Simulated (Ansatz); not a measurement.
HW₂, relaxed as a doublet with UKS PBE-D4/def2-TZVP in Ansatz, starting from the GFN2-xTB geometry. Force threshold 0.02 eV/Å.

In the def2 sets W takes a core potential; there is no spin–orbit coupling. The charge 0 doublet is spin-contaminated (final ⟨S²⟩ up to 1.76, 0.75 for a pure state). The structure comes from a short search, and lower isomers may exist.

Start:

| atom | x (Å) | y (Å) | z (Å) |
| --- | --- | --- | --- |
| W1 | -1.041 | 0.159 | 1.628 |
| W2 | -0.195 | -0.439 | -0.622 |
| H3 | 1.236 | 0.280 | -1.006 |

| step | energy (eV) | largest force component (eV/Å) | SCF passes |
| --- | --- | --- | --- |
| 1 | -3664.6596 | 2.370 | 72 |
| 2 | -3665.4656 | 0.599 | 52 |
| 3 | -3665.5844 | 0.402 | 49 |
| 4 | -3665.5946 | 0.185 | 45 |
| 5 | -3665.5955 | 0.045 | 41 |
| 6 | -3665.5956 | 0.001 | 40 |

Force components are those of the run's own axes.

End:

Cartesian coordinates in Å:
```
W -0.774 0.192 1.355
W -0.349 -0.535 -0.617
H 1.123 0.343 -0.739
```

By distances, no bond broke or formed. The bond that changes most is W1–W2, from 2.48 to 2.14 Å (atoms count from 1).

No frequencies were taken in this run, so the end may be a saddle point.

Hardware: 4 threads of Arm Neoverse V1 on a shared host. Wall time 11 s.
